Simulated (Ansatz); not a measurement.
Ansatz (a first-principles code) input (CCSD(T)/aug-cc-pV(D+d)Z):
A basis named .json is the Basis Set Exchange file of that set.

Ansatz 0.2 input:
```yaml
crystal:
  periodic: [false, false, false]
  atoms:
    - {symbol: Si, position_ang: [-0.24675166, -0.31480560, 0.45207189]}
    - {symbol: H, position_ang: [-0.98134586, -1.21116338, -0.55911929]}
    - {symbol: F, position_ang: [0.49287435, 0.62427130, -0.64109857]}
basis:
  gaussian:
    orbitals: aug-cc-pV_D+d_Z.json
magnetization: {spin_polarized: false}
correlation: {method: ccsd_t, electrons: outside_noble_gas}
output: {forces: true}
```

End of the output:

```
mean field evaluation 1: about -10583.0461 eV, gradient 2.6e1 eV
mean field evaluation 2: about -10583.0467 eV, gradient 2.6e1 eV
mean field evaluation 4: about -10584.4137 eV, gradient 1.6e0 eV
mean field evaluation 8: about -10584.4307 eV, gradient 8.8e-2 eV
mean field evaluation 16: about -10584.4290 eV, gradient 3.1e-1 eV
mean field -10584.43083254 eV, -388.9706587109 hartree, gradient 1.4e-6 eV, S^2 0.000000; 0 other end points of the search recorded, 0 dependent functions left out; unrestricted orbitals would lower it
6 core orbitals not correlated
reference -10584.43083254 eV, -388.9706587109 hartree; 6, 6 occupied and 52, 52 virtual orbitals, 640 factors
densities: 0.16 GiB planned
second order -7.96592584 eV of doubles, -0.00000000 eV of singles
coupled cluster: 0.13 GiB planned
cycle   1  -8.17824985 eV  change   -2.1e-1 eV  update   9.1e-2
cycle   2  -8.45094191 eV  change   -2.7e-1 eV  update   3.3e-2
cycle   3  -8.54513693 eV  change   -9.4e-2 eV  update   1.9e-2
cycle   4  -8.53864540 eV  change    6.5e-3 eV  update   4.5e-3
cycle   5  -8.53745291 eV  change    1.2e-3 eV  update   2.0e-3
cycle   6  -8.53867661 eV  change   -1.2e-3 eV  update   6.4e-4
cycle   7  -8.53847521 eV  change    2.0e-4 eV  update   2.5e-4
cycle   8  -8.53836312 eV  change    1.1e-4 eV  update   9.8e-5
cycle   9  -8.53841798 eV  change   -5.5e-5 eV  update   3.7e-5
cycle  10  -8.53842431 eV  change   -6.3e-6 eV  update   1.3e-5
cycle  11  -8.53842218 eV  change    2.1e-6 eV  update   5.0e-6
cycle  12  -8.53842472 eV  change   -2.5e-6 eV  update   1.7e-6
perturbative correction -0.21432114 eV, -0.0078761564 hartree
the calculation of the forces begins
Total energy: -10593.18357840 eV, -389.2923161884 hartree
Atom 0 at    -0.246752    -0.314806     0.452072 Å, force    -0.443332    -0.562681     0.643638 eV/Å
Atom 1 at    -0.981346    -1.211163    -0.559119 Å, force    -0.016914    -0.021159     0.006764 eV/Å
Atom 2 at     0.492874     0.624271    -0.641099 Å, force     0.460246     0.583841    -0.650402 eV/Å
Dipole moment:    -0.114168    -0.144254     0.128314 e Å
```
